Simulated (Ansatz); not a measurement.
# Molecular dynamics of FGaH$_{3}$O

Input:

```yaml
crystal:
  periodic: [false, false, false]
  atoms:
    - { symbol: Ga, position_ang: [-0.145018, -0.205241, 0.09627] }
    - { symbol: H, position_ang: [0.003511, -0.988253, 1.716749] }
    - { symbol: O, position_ang: [1.366112, -0.052804, -0.86803] }
    - { symbol: H, position_ang: [2.171198, -0.170779, -0.330129] }
    - { symbol: H, position_ang: [-1.545037, 0.181245, -0.49036] }
    - { symbol: F, position_ang: [0.189735, 0.283932, 2.005599] }
magnetization:
  spin_polarized: true
  initial_magnetization: 1
basis:
  gaussian: { orbitals: def2-SVP }
hamiltonian:
  xc: pbe
md:
  timestep: 0.5
  n_steps: 200
  ensemble: nve
  temperature: 300.0
  initial_velocities: maxwell_boltzmann
  seed: 6230
```

Command:

```bash
$ ansatz run input.yaml --threads 2 --pin off --max-ram 3072MiB --backend cpu --events-out ev --progress --plain --runs-dir out
```

It starts at the highest image of a converged band, a first-order saddle point between two minima.

Output, in part (one step line in 4, the closing report, with atoms numbered from 0):

```
md step     0: t =     0.00 fs  T =   300.0 K  F+E_penalty+E_count = -57166.46391233 eV  E_kin = 0.155112 eV  conserved = -57166.30880033 eV  (28 SCF iters)
md step     4: t =     2.00 fs  T =   226.1 K  F+E_penalty+E_count = -57166.42446975 eV  E_kin = 0.116896 eV  conserved = -57166.30757337 eV  (31 SCF iters)
md step     8: t =     4.00 fs  T =   284.3 K  F+E_penalty+E_count = -57166.45580738 eV  E_kin = 0.147009 eV  conserved = -57166.30879822 eV  (31 SCF iters)
md step    12: t =     6.00 fs  T =   212.9 K  F+E_penalty+E_count = -57166.41788996 eV  E_kin = 0.110091 eV  conserved = -57166.30779847 eV  (32 SCF iters)
md step    16: t =     8.00 fs  T =   244.7 K  F+E_penalty+E_count = -57166.43479343 eV  E_kin = 0.126514 eV  conserved = -57166.30827900 eV  (31 SCF iters)
md step    20: t =    10.00 fs  T =   249.0 K  F+E_penalty+E_count = -57166.43693939 eV  E_kin = 0.128755 eV  conserved = -57166.30818390 eV  (31 SCF iters)
md step    24: t =    12.00 fs  T =   300.6 K  F+E_penalty+E_count = -57166.46352005 eV  E_kin = 0.155414 eV  conserved = -57166.30810602 eV  (30 SCF iters)
md step    28: t =    14.00 fs  T =   419.7 K  F+E_penalty+E_count = -57166.52542656 eV  E_kin = 0.216994 eV  conserved = -57166.30843233 eV  (30 SCF iters)
md step    32: t =    16.00 fs  T =   450.3 K  F+E_penalty+E_count = -57166.54126684 eV  E_kin = 0.232809 eV  conserved = -57166.30845765 eV  (30 SCF iters)
md step    36: t =    18.00 fs  T =   485.0 K  F+E_penalty+E_count = -57166.55892689 eV  E_kin = 0.250755 eV  conserved = -57166.30817168 eV  (28 SCF iters)
md step    40: t =    20.00 fs  T =   645.0 K  F+E_penalty+E_count = -57166.64216486 eV  E_kin = 0.333482 eV  conserved = -57166.30868301 eV  (27 SCF iters)
md step    44: t =    22.00 fs  T =   722.3 K  F+E_penalty+E_count = -57166.68262832 eV  E_kin = 0.373481 eV  conserved = -57166.30914776 eV  (28 SCF iters)
md step    48: t =    24.00 fs  T =   613.6 K  F+E_penalty+E_count = -57166.62451201 eV  E_kin = 0.317249 eV  conserved = -57166.30726334 eV  (28 SCF iters)
md step    52: t =    26.00 fs  T =   898.1 K  F+E_penalty+E_count = -57166.77392670 eV  E_kin = 0.464352 eV  conserved = -57166.30957446 eV  (28 SCF iters)
md step    56: t =    28.00 fs  T =   813.9 K  F+E_penalty+E_count = -57166.72882088 eV  E_kin = 0.420843 eV  conserved = -57166.30797745 eV  (28 SCF iters)
md step    60: t =    30.00 fs  T =   964.6 K  F+E_penalty+E_count = -57166.80892015 eV  E_kin = 0.498715 eV  conserved = -57166.31020515 eV  (30 SCF iters)
md step    64: t =    32.00 fs  T =   907.0 K  F+E_penalty+E_count = -57166.77743130 eV  E_kin = 0.468968 eV  conserved = -57166.30846320 eV  (28 SCF iters)
md step    68: t =    34.00 fs  T =   838.3 K  F+E_penalty+E_count = -57166.74082989 eV  E_kin = 0.433431 eV  conserved = -57166.30739929 eV  (29 SCF iters)
md step    72: t =    36.00 fs  T =  1094.5 K  F+E_penalty+E_count = -57166.87734713 eV  E_kin = 0.565920 eV  conserved = -57166.31142677 eV  (28 SCF iters)
md step    76: t =    38.00 fs  T =   846.2 K  F+E_penalty+E_count = -57166.74367140 eV  E_kin = 0.437503 eV  conserved = -57166.30616870 eV  (28 SCF iters)
md step    80: t =    40.00 fs  T =  1094.4 K  F+E_penalty+E_count = -57166.87670604 eV  E_kin = 0.565864 eV  conserved = -57166.31084175 eV  (28 SCF iters)
md step    84: t =    42.00 fs  T =   799.8 K  F+E_penalty+E_count = -57166.72032287 eV  E_kin = 0.413517 eV  conserved = -57166.30680623 eV  (28 SCF iters)
md step    88: t =    44.00 fs  T =  1063.7 K  F+E_penalty+E_count = -57166.86033837 eV  E_kin = 0.549963 eV  conserved = -57166.31037526 eV  (28 SCF iters)
md step    92: t =    46.00 fs  T =   863.9 K  F+E_penalty+E_count = -57166.75347370 eV  E_kin = 0.446653 eV  conserved = -57166.30682110 eV  (27 SCF iters)
md step    96: t =    48.00 fs  T =  1067.5 K  F+E_penalty+E_count = -57166.86318643 eV  E_kin = 0.551957 eV  conserved = -57166.31122986 eV  (28 SCF iters)
md step   100: t =    50.00 fs  T =   866.8 K  F+E_penalty+E_count = -57166.75580887 eV  E_kin = 0.448146 eV  conserved = -57166.30766312 eV  (28 SCF iters)
md step   104: t =    52.00 fs  T =   919.3 K  F+E_penalty+E_count = -57166.78369317 eV  E_kin = 0.475301 eV  conserved = -57166.30839257 eV  (29 SCF iters)
md step   108: t =    54.00 fs  T =   980.0 K  F+E_penalty+E_count = -57166.81680251 eV  E_kin = 0.506689 eV  conserved = -57166.31011326 eV  (27 SCF iters)
md step   112: t =    56.00 fs  T =   917.4 K  F+E_penalty+E_count = -57166.78343374 eV  E_kin = 0.474349 eV  conserved = -57166.30908426 eV  (27 SCF iters)
md step   116: t =    58.00 fs  T =   945.4 K  F+E_penalty+E_count = -57166.79798859 eV  E_kin = 0.488785 eV  conserved = -57166.30920388 eV  (28 SCF iters)
md step   120: t =    60.00 fs  T =   777.7 K  F+E_penalty+E_count = -57166.70935483 eV  E_kin = 0.402101 eV  conserved = -57166.30725384 eV  (28 SCF iters)
md step   124: t =    62.00 fs  T =   975.9 K  F+E_penalty+E_count = -57166.81591387 eV  E_kin = 0.504579 eV  conserved = -57166.31133454 eV  (26 SCF iters)
md step   128: t =    64.00 fs  T =   746.5 K  F+E_penalty+E_count = -57166.69306123 eV  E_kin = 0.385961 eV  conserved = -57166.30710032 eV  (26 SCF iters)
md step   132: t =    66.00 fs  T =   895.1 K  F+E_penalty+E_count = -57166.77294943 eV  E_kin = 0.462786 eV  conserved = -57166.31016348 eV  (27 SCF iters)
md step   136: t =    68.00 fs  T =   658.7 K  F+E_penalty+E_count = -57166.64776854 eV  E_kin = 0.340554 eV  conserved = -57166.30721424 eV  (28 SCF iters)
md step   140: t =    70.00 fs  T =   831.5 K  F+E_penalty+E_count = -57166.74043426 eV  E_kin = 0.429922 eV  conserved = -57166.31051219 eV  (28 SCF iters)
md step   144: t =    72.00 fs  T =   628.0 K  F+E_penalty+E_count = -57166.63146310 eV  E_kin = 0.324691 eV  conserved = -57166.30677239 eV  (27 SCF iters)
md step   148: t =    74.00 fs  T =   773.4 K  F+E_penalty+E_count = -57166.71021584 eV  E_kin = 0.399857 eV  conserved = -57166.31035839 eV  (27 SCF iters)
md step   152: t =    76.00 fs  T =   598.9 K  F+E_penalty+E_count = -57166.61748662 eV  E_kin = 0.309677 eV  conserved = -57166.30780914 eV  (27 SCF iters)
md step   156: t =    78.00 fs  T =   697.2 K  F+E_penalty+E_count = -57166.66967020 eV  E_kin = 0.360459 eV  conserved = -57166.30921126 eV  (29 SCF iters)
md step   160: t =    80.00 fs  T =   620.1 K  F+E_penalty+E_count = -57166.62860104 eV  E_kin = 0.320624 eV  conserved = -57166.30797703 eV  (27 SCF iters)
md step   164: t =    82.00 fs  T =   725.7 K  F+E_penalty+E_count = -57166.68583767 eV  E_kin = 0.375238 eV  conserved = -57166.31059991 eV  (26 SCF iters)
md step   168: t =    84.00 fs  T =   618.9 K  F+E_penalty+E_count = -57166.62819685 eV  E_kin = 0.320001 eV  conserved = -57166.30819600 eV  (28 SCF iters)
md step   172: t =    86.00 fs  T =   655.6 K  F+E_penalty+E_count = -57166.64738148 eV  E_kin = 0.338978 eV  conserved = -57166.30840377 eV  (29 SCF iters)
md step   176: t =    88.00 fs  T =   685.4 K  F+E_penalty+E_count = -57166.66404064 eV  E_kin = 0.354384 eV  conserved = -57166.30965697 eV  (28 SCF iters)
md step   180: t =    90.00 fs  T =   706.2 K  F+E_penalty+E_count = -57166.67506328 eV  E_kin = 0.365152 eV  conserved = -57166.30991108 eV  (27 SCF iters)
md step   184: t =    92.00 fs  T =   659.2 K  F+E_penalty+E_count = -57166.64911953 eV  E_kin = 0.340829 eV  conserved = -57166.30829069 eV  (27 SCF iters)
md step   188: t =    94.00 fs  T =   627.1 K  F+E_penalty+E_count = -57166.63235668 eV  E_kin = 0.324217 eV  conserved = -57166.30813974 eV  (28 SCF iters)
md step   192: t =    96.00 fs  T =   725.3 K  F+E_penalty+E_count = -57166.68563415 eV  E_kin = 0.375030 eV  conserved = -57166.31060461 eV  (27 SCF iters)
md step   196: t =    98.00 fs  T =   603.8 K  F+E_penalty+E_count = -57166.61978847 eV  E_kin = 0.312173 eV  conserved = -57166.30761578 eV  (27 SCF iters)
md step   200: t =   100.00 fs  T =   704.1 K  F+E_penalty+E_count = -57166.67359985 eV  E_kin = 0.364067 eV  conserved = -57166.30953236 eV  (31 SCF iters)
Total energy: -57166.67363552 eV, -2100.8365071422 hartree
Atom 0 at    -0.185883    -0.338424    -0.213287 Å, force     0.434912     0.457669     0.069285 eV/Å
Atom 1 at    -0.120963    -0.196276     3.486314 Å, force     0.500186     1.145653    -0.535302 eV/Å
Atom 2 at     1.467641     0.071630    -0.919374 Å, force    -1.263926     1.190985     0.895799 eV/Å
Atom 3 at     1.893883    -0.660555    -1.331605 Å, force     0.887746    -1.407177    -0.780164 eV/Å
Atom 4 at    -0.868233     1.038250     0.342358 Å, force    -0.058902    -0.168302    -0.079199 eV/Å
Atom 5 at     0.239615     0.606411     3.099959 Å, force    -0.500016    -1.218828     0.429581 eV/Å
Dipole moment:    -0.177476    -0.588738     0.164205 e Å
```

The run went to its last step. The conserved energy stayed within 0.51 meV per atom of its start (net change -0.12 meV per atom), so the integration is sound. The kinetic energy rose, since the run started high on the potential surface and went downhill. It ends in pieces (FH + GaH2O), so much of that is their flight and rotation, not heat. A run of 0.1 ps of so small a system gives no equilibrium averages.

Between its relaxed ends the band would form H2–F6 and break Ga1–H2, Ga1–F6. These pairs go: H2–F6 1.32 → 0.96 Å, Ga1–H2 1.81 → 3.70 Å, Ga1–F6 2.00 → 3.47 Å. In the last frame they stand as after the step (other bonds may differ from the relaxed reactants and products). It ends as FH + GaH2O. Pairs count as bonded within 1.25 times the sum of covalent radii (0.12 Å more for H–H).

Last frame:

```xyz
6
Properties=species:S:1:pos:R:3
Ga -0.186 -0.338 -0.213
H -0.121 -0.196 3.486
O 1.468 0.072 -0.919
H 1.894 -0.661 -1.332
H -0.868 1.038 0.342
F 0.240 0.606 3.100
```

Run time: 4.3 min on 2 threads of Intel(R) Xeon(R) Platinum 8259CL CPU @ 2.50GHz (Skylake/Cascade Lake) (shared host), peak memory 0.19 GiB.
